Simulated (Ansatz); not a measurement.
The same ligand exchange along the group B, Al, Ga.

Gas-phase electronic energies from Ansatz, PBE0-D4/def2-TZVP geometries. CCSD(T)/CBS adds triple-zeta CCSD(T) − MP2 to the extrapolated MP2 energy (def2 sets, frozen cores). This one scheme is used for every species. Functionals use def2-TZVPP. For Ga outer-core shells are correlated without core-valence functions, which leaves a few kJ/mol of doubt a bond. Scalar relativity is left out up to krypton. One conformer a species, not always the lowest.

```
                                                reaction  CCSD(T)/CBS(def2) (kcal/mol)
                        `NB(O)O` + HCl → `OB(O)Cl` + NH₃                           1.0
`[NH2][Al]([OH])[OH]` + HCl → `[OH][Al]([OH])[Cl]` + NH₃                             ?
`[NH2][Ga]([OH])[OH]` + HCl → `[OH][Ga]([OH])[Cl]` + NH₃                         -18.3
```

Task: Fill in the missing values. (Best estimate.)

Result: Ansatz gave: `[NH2][Al]([OH])[OH]` + HCl → `[OH][Al]([OH])[Cl]` + NH₃: -17.9 kcal/mol.

Largest T1 diagnostic: 0.013, for `[NH2][Ga]([OH])[OH]`.
